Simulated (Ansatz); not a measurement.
## Ansatz (development build ahead of 0.2.0) run

```yaml
crystal:
  periodic: [false, false, false]
  atoms:
    - { symbol: "N", position_ang: [0.0001, 0.55, 2.8] }
    - { symbol: "N", position_ang: [-0.0001, -0.55, 2.8] }
    - { symbol: Li, position_ang: [1.34, 0.0, 0.0] }
    - { symbol: Li, position_ang: [-1.34, 0.0, 0.0] }
basis:
  gaussian: { orbitals: cc-pVDZ }
hamiltonian:
  xc: hf
```

The input is written out in the form of the current development build from the run's settings.

Output:

* Converged: yes
* Total energy: -123.80421 hartree
* Spin squared of the determinant: 0.000
